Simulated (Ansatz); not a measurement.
Reaction (ligand exchange at the Si–S bond): `C[SiH2][SiH2]S` + HBr → `C[SiH2][SiH2]Br` + H₂S

Calculated with Ansatz (gas phase, PBE0-D4/def2-TZVP geometries, no zero-point term in ΔE). CBS: MP2 limit from def2 TZ/QZ plus the TZ coupled-cluster correction, frozen cores. This one scheme is used for every species. Functionals use def2-TZVPP. B3LYP here is the variant with VWN-RPA as its local correlation; programs differ in this. For Br outer-core shells are correlated without core-valence functions, which leaves a few kJ/mol of doubt a bond. Scalar relativity is left out up to krypton. Each species was taken in one conformer, which may not be the lowest.

(1) Is it downhill or uphill in electronic energy at CCSD(T)/CBS, and by how much? (An estimate is asked.)

(2) What do these levels give: PBE0-D4, ωB97X-V, ωB97M-V, B2PLYP, r2SCAN, PBE0, B3LYP, MP2/def2-TZVPP, CCSD/def2-TZVPP, SCS-MP2/def2-QZVPP, HF/CBS(def2), MP2/CBS(def2)? (Best estimate.)

Largest T1 diagnostic among the species: 0.011.

## Answers

(1) Computed: Downhill: ΔE = -9.2 kcal/mol.

(2) Computed: PBE0-D4 -8.2, ωB97X-V -8.9, ωB97M-V -9.0, B2PLYP -9.0, r2SCAN -8.4, PBE0 -8.4, B3LYP -9.0, MP2/def2-TZVPP -8.9, CCSD/def2-TZVPP -9.0, SCS-MP2/def2-QZVPP -9.5, HF/CBS(def2) -11.2, MP2/CBS(def2) -9.6 kcal/mol.

In def2-TZVPP, CCSD(T) changes the Hartree–Fock value by +2.6 kcal/mol (the triples alone add +0.4 kcal/mol) and MP2 by +2.3 kcal/mol.
